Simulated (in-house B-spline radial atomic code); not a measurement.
Radial electron density of Ba VIII (Ba7+), [Kr] 4d9 5s2 5p1 8g1. Computed with a radial B-spline atomic code at the basis-set limit: Dirac-Hartree-Fock, average of configuration, Fermi nucleus of rms radius 4.8378 fm.

Columns: r (bohr), 4πr²n(r) (electrons per bohr), bar.

```
0.000954    2.246 #
 0.00122    3.417 ##
 0.00156    5.153 ##
 0.00199     7.66 ####
 0.00255    11.31 #####
 0.00325    16.29 #######
 0.00416    23.09 ###########
 0.00532    31.77 ###############
  0.0068    42.17 ###################
 0.00869     53.5 #########################
  0.0111    64.16 ##############################
  0.0142    71.94 #################################
  0.0181    74.59 ##################################
  0.0232    71.75 #################################
  0.0296     66.6 ###############################
  0.0379    65.47 ##############################
  0.0484    73.59 ##################################
  0.0619    87.89 ########################################
  0.0792    95.56 ############################################
   0.101    87.08 ########################################
   0.129    72.05 #################################
   0.165    70.88 #################################
   0.211    80.92 #####################################
    0.27    73.66 ##################################
   0.345    45.37 #####################
   0.441    27.94 #############
   0.564    30.79 ##############
   0.721    29.46 ##############
   0.922    17.42 ########
    1.18    7.845 ####
    1.51    3.885 ##
    1.93    1.642 #
    2.46   0.3789 
    3.15   0.0315 
    4.02  0.06057 
    5.14  0.00955 
    6.57  0.06931 
     8.4  0.01497 
    10.7   0.1208 
    13.7   0.1098 
    17.5 0.007136 
    22.4 3.521e-05 
    28.7 6.768e-09 
    36.6 2.798e-11
```

On this grid the curve has 7 maxima, near 0.0181, 0.0792, 0.211, 0.564, 4.02, 6.57, 10.7 bohr.

The 4d5/2 radial function P(r) = rR(r), positive near the nucleus, with its small component Q(r) (sign convention: Q ≈ (P' + κP/r)/2c):

| r (bohr) | P | Q |
| --- | --- | --- |
| 0.00869 | 0.001602 | -0.0001075 |
| 0.0142 | 0.006239 | -0.0004141 |
| 0.0232 | 0.02285 | -0.001493 |
| 0.0379 | 0.07593 | -0.004863 |
| 0.0619 | 0.216 | -0.01352 |
| 0.101 | 0.4796 | -0.02943 |
| 0.165 | 0.7014 | -0.04441 |
| 0.27 | 0.3564 | -0.03596 |
| 0.441 | -0.7001 | -0.0009765 |
| 0.721 | -1.26 | 0.02041 |
| 1.18 | -0.6564 | 0.01112 |
| 1.93 | -0.09805 | 0.001566 |
| 3.15 | -0.0024 | 3.629e-05 |
